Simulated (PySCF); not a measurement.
## TlTe and its ions

PBE; basis Tl cc-pVDZ-PP with ECP60, Te cc-pVDZ-PP with ECP28; scalar-relativistic core potentials; PySCF 2.14. Neutral (UKS): doublet (π ↑), Re = 2.947 Å, ωe = 133 cm⁻¹, De = 2.72 eV, HOMO -4.70 eV, LUMO -4.65 eV.

TlTe⁺ (UKS): triplet (π ↑↑), Re = 3.407 Å, ωe = 75.2 cm⁻¹. The energies at the minima are -440.59286 hartree for TlTe and -440.32458 for TlTe⁺.

Task: Work out the adiabatic ionisation energy, without and with harmonic zero-point energies (1 hartree = 27.2114 eV, 1 eV = 8065.5 cm⁻¹), and the change of the bond length.

Result: At PBE: 0.26828 hartree = 7.300 eV between the minima; the zero-point term (75.2 − 133.0)/2 cm⁻¹ = -0.004 eV makes it 7.297 eV. Re changes by +46.0 pm against the neutral. The electron leaves a π orbital, and the ion is left as a loose complex of an ion and an atom.

Spin–orbit coupling is left out, which matters for elements this heavy, above all for dissociation energies. States were picked by a PBE0 search and need not be the measured ground states.
